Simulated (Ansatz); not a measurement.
Geometry optimisation, RKS B3LYP/def2-SVP in Ansatz.

Input file:

```yaml
crystal:
  periodic: [false, false, false]
  atoms:
    - { symbol: Ge, position_ang: [0.0, 0.0, 0.0] }
    - { symbol: O, position_ang: [0.0, 0.0, 2.12] }
    - { symbol: H, position_ang: [-0.9095, -0.2814, 2.4571] }
    - { symbol: H, position_ang: [1.4616, 0.0, -0.5162] }
    - { symbol: O, position_ang: [-0.8337, 1.4443, -0.5894] }
    - { symbol: H, position_ang: [-1.7915, 1.2136, -0.8118] }
    - { symbol: H, position_ang: [-0.73, -1.2648, -0.5162] }
    - { symbol: Cl, position_ang: [0.9447, 2.1969, 0.7946] }
    - { symbol: H, position_ang: [0.4979, 1.158, 1.9346] }
basis:
  gaussian: { orbitals: def2-SVP }
hamiltonian:
  xc: b3lyp
relax:
  f_tol: 0.15
  max_steps: 25
  restrain:
    - { distance: [0, 7], at: 3.42, k: 30.0 }
    - { distance: [8, 1], at: 2.21, k: 30.0 }
    - { distance: [0, 1], at: 1.77, k: 30.0 }
    - { distance: [8, 7], at: 1.37, k: 30.0 }
```

Command:

```bash
$ ansatz run input.yaml --threads 2 --pin off --max-ram 3072MiB --backend cpu --events-out ev --progress --plain --runs-dir out
```

Problem. Where does it end, and by what steps?

Solution. The run converged. The restraints hold the end off the free minimum. After 8 steps the energy has fallen by 2.052 eV (the restraints' own energy left out); Cl8 moved furthest, 0.85 Å. Parted: Ge1–Cl8 (2.52 → 3.43 Å).

```json
{"step": "0", "energy less start (eV)": "0.0000", "largest force component (eV/Å)": "3.987", "accepted": "yes"}
{"step": "1", "energy less start (eV)": "-0.6662", "largest force component (eV/Å)": "2.597", "accepted": "yes"}
{"step": "2", "energy less start (eV)": "-1.0777", "largest force component (eV/Å)": "3.998", "accepted": "yes"}
{"step": "3", "energy less start (eV)": "-1.5889", "largest force component (eV/Å)": "2.994", "accepted": "yes"}
{"step": "4", "energy less start (eV)": "-1.9779", "largest force component (eV/Å)": "1.035", "accepted": "yes"}
{"step": "5", "energy less start (eV)": "-2.0252", "largest force component (eV/Å)": "0.824", "accepted": "yes"}
{"step": "6", "energy less start (eV)": "-1.9979", "largest force component (eV/Å)": "1.010", "accepted": "no"}
{"step": "7", "energy less start (eV)": "-2.0435", "largest force component (eV/Å)": "0.793", "accepted": "yes"}
{"step": "8", "energy less start (eV)": "-2.0518", "largest force component (eV/Å)": "0.784", "accepted": "yes"}
```

```xyz
9
Properties=species:S:1:pos:R:3
Ge -0.122 -0.134 -0.002
O -0.159 -0.156 1.781
H -1.046 -0.305 2.139
H 1.337 0.067 -0.384
O -1.113 1.208 -0.628
H -2.004 0.939 -0.887
H -0.748 -1.458 -0.500
Cl 1.526 2.595 1.263
H 0.968 1.711 2.091
```

Run time: 26 s on 2 threads of Arm Neoverse V2 (shared host), peak memory 0.23 GiB.
